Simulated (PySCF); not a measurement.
Si(I)(OH), SMILES O[Si]I (HIOSi), PBE0/def2-SVP optimised geometry.

```
4

Si    -0.65    -0.95     0.00
I      1.85    -0.95     0.00
O     -0.92     0.69     0.00
H     -1.85     0.95     0.00
```

Density from PBE0/def2-TZVP, def2 effective core potentials past Kr in PySCF at that geometry. The core electrons that the potentials of I replace are not part of the density.

Minimum of the electron density along straight lines between bonded atoms, close to the bond critical point (lines longer than 1.1 times the sum of covalent radii, or with two minima, are not listed):

| bond | length / Å | ρ at the minimum / e bohr⁻³ | ∇²ρ there / e bohr⁻⁵ | position (fraction from the first atom) |
|---|---|---|---|---|
| Si1–I2 | 2.494 | 0.076 | [?] | 0.37 |
| Si1–O3 | 1.665 | [?] | 0.77 | 0.41 |
| O3–H4 | 0.966 | 0.351 | [?] | 0.81 |

**Question.** Complete the blanks.

**Answer.** 
- Si1–I2, ∇²ρ there / e bohr⁻⁵: -0.07
- Si1–O3, ρ at the minimum / e bohr⁻³: 0.133
- O3–H4, ∇²ρ there / e bohr⁻⁵: -2.38
